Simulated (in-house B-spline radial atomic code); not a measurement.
**Removing one electron from Te²²⁺**

Closed shell [Ar] 3d10 4s2. Computed with an all-electron radial atomic-structure program (B-spline basis): Koopmans values of Dirac-Hartree-Fock plus a diagonal self-energy, in second order or with its direct term screened (direct RPA, with the hole-particle interaction, or full time-dependent Hartree-Fock), linearised in energy; no-pair Dirac-Coulomb Hamiltonian, finite nucleus. Shifts add to the Koopmans value (the ΔSCF shift is orbital relaxation alone); the final value takes TDHF screening with Breit and QED.

Command:
```bash
python run_mb.py task.json out
```
Settings (nuclear radius in fm, box in bohr, cutoff in hartree):
```
basis_form          2
Z                   52
core_configuration  [Ar] 3d10 4s2
rms_radius          4.7423
mass_number         130
speed_of_light      137.036
box_radius          4.388
lmax                7
intervals           59
virtual_cutoff      10816.0
```

Run time, properties included: 13 s on 1 thread of Intel(R) Xeon(R) Platinum 8559C (shared host).

Energies in eV:

| subshell | Koopmans | ΔSCF shift | second order | direct RPA | hole-particle | TDHF | Breit + QED | final |
| --- | --- | --- | --- | --- | --- | --- | --- | --- |
| 4s1/2 | 709.52 | -0.228 | ? | ? | ? | ? | ? | ? |

Q: What does the self-energy do to 4s1/2?

A: It shifts the removal energy by 2.670 eV in second order, 1.799 with direct RPA, 2.105 with the hole-particle term and 2.353 with TDHF screening (quasi-particle weight 0.991); Breit and QED add -0.613 eV. The final value is 711.26 eV, against 709 ± 4 eV (NIST, tabulated theory).
